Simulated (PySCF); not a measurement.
**Diatomics of H with group 3**

PBE0 with triple-zeta basis sets in PySCF, for the lowest determinant that a PBE0 search found; no spin–orbit coupling. De refers to high-spin ground-configuration atoms. A positive dipole means M(−)H(+).

```
 M         basis  state (unpaired electrons)  Re (Å)  ωe (cm⁻¹)  De (eV)  μ (D)
Sc    def2-TZVPP          triplet (σ ↑, δ ↑)   1.849       1479     2.46  -2.68
 Y    def2-TZVPP      singlet (closed shell)   1.911       1547     2.77  -1.67
La  x2c-TZVPPall          triplet (σ ↑, δ ↑)   2.076       1381     2.78  -3.41
```

The shortest bond is that of ScH (1.849 Å), the longest that of LaH (2.076 Å).

The rows differ in basis set, which adds steps of its own.

The state changes along the series, so neighbouring rows are not always alike in their bonding.

The metal atom is held in its measured ground configuration; semilocal functionals can put another filling of s and d lower by some tenths of an eV, and De to that atom would be smaller. Spin–orbit coupling is left out, which matters for elements this heavy, above all for dissociation energies. With d or f electrons several states lie close, and the lowest PBE0 determinant need not be the measured ground state.
